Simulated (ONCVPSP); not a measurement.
## C: excitation energies, all-electron against ONCV

```
Element                 : C
Generator               : ONCVPSP 4.0.1
Type                    : optimised norm-conserving Vanderbilt (ONCV)
Functional              : PBEsol
Relativity              : scalar-relativistic
Frozen core             : [He]
Valence charge          : 4
Reference configuration : 2s2 2p0.5 (charge +1.5)
Partial waves           : 2s: rc 1.25 bohr, ncon 4, nbas 8, qcut 6.2 1/bohr, local; 2p: rc 2.80 bohr, ncon 4, nbas 8, qcut 4.2 1/bohr, 2 projectors, debl 3.5 Ha; d scattering state at 0.38 Ha: rc 2.45 bohr, ncon 5, nbas 9, qcut 3.8 1/bohr, 2 projectors, debl 2.5 Ha
Local potential         : the s channel
Core correction         : Teter function, fcfact 5.25, rcfact 1.4
```

In the p channel the program set the typed energies aside and used -0.879, 0.050 Ha.

Energies are relative to the spin-unpolarised reference configuration 2s2 2p0.5; without spin polarisation the order of configurations can differ from experiment.

(1) Give the all-electron excitation energy and the error of the potential for: 2s2 2p2; 2s2 2p1; 2s2 2p0; 2s1 2p2.

Levels in the configuration 2s2 2p2:

| level | all-electron (eV) | pseudo (eV) |
| --- | --- | --- |
| 2s | -13.648 | -13.707 |
| 2p | -5.234 | -5.729 |

## Answers

(1)

```
valence configuration  charge  ΔE all-electron (eV)  error AE − PS (meV)
              2s2 2p2       0               -20.963                 +656
              2s2 2p1      +1               -10.174                 +119
              2s2 2p0      +2                13.844                 +171
              2s1 2p2      +1                -1.461                 +327
```
